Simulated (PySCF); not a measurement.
Precursor series Ti Cl-H. All species are isolated molecules in the gas phase.

All values below come from PBE-D3(BJ)/def2-TZVP // r2SCAN-D4/def2-SVP (PySCF). 

| species | charge on the central atom (meta-Löwdin) (e) | charge on the central atom (Mulliken) (e) | HOMO (eV) |
|---|---|---|---|
| 0 of 4 Cl replaced by H ([Ti(Cl)4]) | 1.01 | 0.96 | -8.26 |
| 1 of 4 Cl replaced by H ([Ti(Cl)3(H)]) | 0.97 | 0.86 | -8.05 |
| 2 of 4 Cl replaced by H ([Ti(Cl)2(H)2]) | 0.95 | 0.77 | -7.72 |
| 3 of 4 Cl replaced by H | 0.93 | 0.67 | -7.55 |
| 4 of 4 Cl replaced by H ([Ti(H)4]) | 0.92 | 0.56 | -7.43 |
